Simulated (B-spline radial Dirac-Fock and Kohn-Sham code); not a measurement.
**EELS cross sections of the Gd M2 (3p1/2) edge**

System: the Gd atom in the configuration 1s2 2s2 2p6 3s2 3p6 3d10 4s2 4p6 4d10 4f7 5s2 5p6 5d1 6s2. These are calculated numbers from a radial atomic solver; the model is the first Born approximation with generalised oscillator strengths from a Dirac-Hartree-Slater potential (longitudinal and transverse terms; continuum final states only, so no white lines or fine structure). The edge is taken at 1688.0 eV (tabulated value).

Partial cross sections σ(β, Δ) in barn, integrated over a window Δ above the edge and up to the collection semi-angle β, for parallel illumination:

```tsv
E₀ (kV)	β (mrad)	Δ = 25 eV	Δ = 50 eV	Δ = 100 eV	Δ = 200 eV	Δ = 300 eV
60	10	4.32	8.53	16.4	29.7	40.5
60	20	12.1	24.1	46.7	85.7	118
80	5	1.63	3.20	6.10	11.0	15.0
80	20	13.3	26.5	51.3	94.7	131
80	50	28.2	58.6	116	218	304
100	5	?	?	?	?	?
100	20	13.9	27.8	53.9	99.8	138
100	100	35.6	77.5	158	302	426
120	5	2.39	4.68	8.92	16.2	22.1
200	5	3.74	7.34	14.0	25.6	35.1
200	20	14.7	29.7	58.1	109	152
200	100	26.7	58.0	119	228	324
300	5	5.16	10.1	19.5	35.8	49.4
300	10	9.82	19.5	37.8	70.4	98.1
```

Q: Give the row for 100 kV and 5 mrad.

A: 2.02 b for 25 eV, 3.95 b for 50 eV, 7.54 b for 100 eV, 13.6 b for 200 eV, 18.6 b for 300 eV.
